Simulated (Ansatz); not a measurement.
Which is lower?

The two ends of one reaction step of ZnH3ClO, closed shell (PBE0-D4/def2-TZVP).

A:

Zn1  (-0.081, -0.487, 0.914)
H2  (-0.569, 0.677, 1.765)
O3  (0.476, -1.988, 0.140)
H4  (-0.452, 2.242, -0.534)
Cl5  (-0.046, 1.489, -1.488)
H6  (0.672, -1.933, -0.796)
(Å)

B:

```
atom    x (Å)    y (Å)    z (Å)
 Zn1   0.1872  -0.0302  -0.7956
  H2  -0.5195   0.7072   1.5068
  O3   0.2978  -1.4282   0.2884
  H4  -0.6193   1.3809   1.1901
 Cl5   0.0579   1.6159  -2.0761
  H6   0.5961  -2.2457  -0.1137
```

Computed with Ansatz 0.2.0 (basis: def2-TZVPP); correlated methods freeze the cores. The 3s and 3p shells of Cu and Zn are frozen; filled d shells are correlated. B3LYP uses VWN-RPA correlation.

(1) Which structure is lower at CCSD(T), and by how much? (Judge from chemistry; the value comes from the calculation.)

No T1 diagnostic of these runs exceeds 0.016.

Results:

(1) Computed: B, by 22.25 kcal/mol (electronic energy, against the other). By their contacts, A is a complex of ZnH₂O ([OH][ZnH]) + HCl and B is a complex of ZnHClO ([OH][Zn][Cl]) + H₂.

All methods give the same order:

```csv
method,E(B) − E(A) (kcal/mol)
SPW92,-18.97
PBE-D4,-20.64
BLYP-D4,-20.60
r2SCAN-D4,-22.82
B97M-V,-20.29
PBE0-D4,-22.16
B3LYP-D4,-21.73
r2SCAN0-D4,-23.71
BHLYP-D4,-23.62
CAM-B3LYP-D4,-21.50
wB97X-V,-22.66
wB97M-V,-21.94
B2PLYP,-22.68
PBE-QIDH,-23.73
RPA on PBE,-20.37
HF,-26.02
MP2,-23.56
CCSD,-22.34
CCSD(T),-22.25
```

Labels in which every atom is bracketed show which atoms are joined, not bond orders.

For scale, one of the runs: CCSD(T)/def2-TZVPP, 179 basis functions (an equivalent command: `ansatz run in.yaml --threads 4`). Time: 16 s of wall clock on 4 CPU threads; the host was shared. Peak host memory: 1.7 GiB.
